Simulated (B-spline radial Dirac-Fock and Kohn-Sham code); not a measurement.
Spin-orbit splitting of the 3d hole in neutral atoms, Sn to Hf. Level of theory: Dirac-Fock ΔSCF + Breit + QED; a B-spline atomic structure program.

```csv
Z,element,3d3/2 (eV),3d5/2 (eV),splitting (eV)
50,Sn,501.6,493.2,8.434
51,Sb,545.9,536.5,9.375
52,Te,591.9,581.5,10.39
53,I,639.7,628.2,11.49
54,Xe,689.2,676.5,12.68
55,Cs,746.0,732.1,13.95
56,Ba,804.9,789.6,15.32
57,La,863.1,846.3,16.79
58,Ce,912.5,894.1,18.38
59,Pr,953.6,933.5,20.10
60,Nd,1004.8,982.9,21.92
61,Pm,1057.0,1033.1,23.85
62,Sm,1110.1,1084.2,25.92
63,Eu,1164.4,1136.3,28.11
64,Gd,1229.0,1198.6,30.42
65,Tb,1276.0,1243.1,32.92
66,Dy,1333.5,1298.0,35.54
67,Ho,1392.1,1353.8,38.31
68,Er,1451.9,1410.6,41.25
69,Tm,1512.8,1468.4,44.35
70,Yb,1574.8,1527.2,47.63
71,Lu,1647.9,1596.9,51.04
72,Hf,1723.0,1668.4,54.64
```

Task: How does the splitting scale with Z?

Result: A power law fitted over this range goes as Z^5.12. A fit of the fourth root gives (Z − 13.2)⁴, with a largest misfit of 0.4 %.

Values without a named source are computed, but for edge energies of neutral atoms, which are taken from tables.
